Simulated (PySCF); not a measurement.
C4H8OSi, SMILES C[SiH]1CC(=O)C1. The structure is a stationary point at B3LYP-D3(BJ)/def2-SVP. The structure was generated by enumeration, and PubChem lists no compound with its InChIKey, so it may never have been made.

These are PySCF 2.14.0 with B3LYP-D3(BJ)/def2-SVP values and carry that method's errors.

Harmonic wavenumbers (cm⁻¹): 82, 154, 173, 211, 383, 464, 519, 527, 618, 624, 698, 722, 728, 793, 841, 867, 914, 914, 1048, 1098, 1122, 1134, 1273, 1372, 1390, 1432, 1433, 1857, 2234, 3030, 3038, 3044, 3122, 3126, 3146, 3147. Rotational constants (GHz): 7.460, 1.779, 1.603; symmetry number 1.

Q: Work out the zero-point energy and the ideal-gas rigid-rotor harmonic-oscillator thermochemistry at 298.15 K and 1 atm.

A: ZPE = ½ Σ hcν = ½ × 47277 cm⁻¹ = 67.59 kcal/mol. H − E(el) = 72.85 kcal/mol. Entropy in cal/(mol K): translation 39.72, rotation 27.12, vibration 16.73, total 83.57. G − E(el) = 47.94 kcal/mol. Cp = 29.60 cal/(mol K). Modes under 150 cm⁻¹ make the vibrational entropy uncertain.
